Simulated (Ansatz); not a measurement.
The same redistribution along the group Mg, Zn, Cd.

Isolated molecules relaxed with PBE0-D4/def2-TZVP in Ansatz; ΔE leaves out vibrations. CCSD(T)/CBS is the MP2 limit (def2-TZVPP, def2-QZVPP) plus CCSD(T) − MP2 in def2-TZVPP, frozen cores. Functionals use def2-TZVPP. B3LYP here is the variant with VWN-RPA as its local correlation; programs differ in this. Elements past krypton have def2 core potentials. For Cd, Mg, Zn outer-core shells are correlated without core-valence functions, which leaves a few kJ/mol of doubt a bond. Scalar relativity is left out up to krypton. Each species was taken in one conformer, which may not be the lowest.

```tsv
reaction	HF/CBS(def2) (eV)	CCSD(T)/def2-SVP (eV)	B3LYP-D4 (eV)	CCSD(T)/CBS(def2) (eV)
`[SiH3][O][Mg][O][SiH3]` + `SB(Cl)Cl` → `[SiH3][O][Mg][Cl]` + `[SiH3]OB(S)Cl`	-1.19	-0.92	-0.99	-0.88
`[SiH3][O][Zn][O][SiH3]` + `SB(Cl)Cl` → `[SiH3][O][Zn][Cl]` + `[SiH3]OB(S)Cl`	-1.51	-1.08	-1.26	-1.24
`[SiH3][O][Cd][O][SiH3]` + `SB(Cl)Cl` → `[SiH3][O][Cd][Cl]` + `[SiH3]OB(S)Cl`	-1.79	-1.39	-1.48	-1.46
```

Largest T1 diagnostic: 0.015, for `[SiH3][O][Zn][O][SiH3]`.
